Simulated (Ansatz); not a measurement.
C2H6NSi, SMILES `C=C[SiH2][NH]` radical, relaxed with UKS PBE-D4/def2-SVP in Ansatz from a rough embedded geometry. The force threshold is 0.03 eV/Å; the program also tests the step.

The species carries charge 0 and has multiplicity 2.

Start:

```xyz
10

C     0.805   -1.333   -1.071
C     0.563   -0.145   -0.659
Si   -0.588    0.348    0.690
N    -0.428    2.146    0.828
H     0.286   -2.246   -0.611
H     1.492   -1.603   -1.893
H     1.106    0.702   -1.132
H    -1.919   -0.015    0.356
H    -0.171   -0.234    1.921
H    -1.145    2.381    1.570
```

| step | energy (eV) | largest force (eV/Å) | largest move (Å) |
| --- | --- | --- | --- |
| 1 | -11522.6205 | 4.458 | 0.000 |
| 2 | -11522.9629 | 0.936 | 0.072 |
| 3 | -11522.9810 | 0.674 | 0.114 |
| 4 | -11523.0156 | 0.250 | 0.077 |
| 5 | -11523.0186 | 0.065 | 0.020 |
| 6 | -11523.0193 | 0.029 | 0.045 |
| 7 (rejected) | -11523.0175 | 0.459 | 0.197 |
| 8 | -11523.0211 | 0.175 | 0.096 |
| 9 | -11523.0230 | 0.292 | 0.098 |
| 10 | -11523.0287 | 0.286 | 0.088 |
| 11 (rejected) | -11523.0206 | 0.677 | 0.197 |
| 12 | -11523.0415 | 0.132 | 0.098 |
| 13 | -11523.0509 | 0.045 | 0.096 |
| 14 | -11523.0597 | 0.143 | 0.149 |
| 15 | -11523.0616 | 0.356 | 0.194 |
| 16 (rejected) | -11523.0352 | 0.479 | 0.161 |
| 17 | -11523.0710 | 0.139 | 0.077 |
| 18 | -11523.0737 | 0.089 | 0.085 |
| 19 | -11523.0746 | 0.034 | 0.022 |
| 20 | -11523.0748 | 0.021 | 0.009 |

End:

```xyz
10

C     0.592   -1.258   -1.277
C     0.810   -0.201   -0.470
Si   -0.411    0.360    0.834
N    -0.690    2.101    0.682
H    -0.335   -1.857   -1.217
H     1.328   -1.582   -2.034
H     1.754    0.366   -0.577
H    -1.635   -0.528    0.758
H     0.193    0.211    2.220
H    -1.607    2.387    1.081
```

Hardware: 4 threads of an Arm Neoverse V1 on a shared host. Wall time 25 s, peak host memory 0.15 GiB.
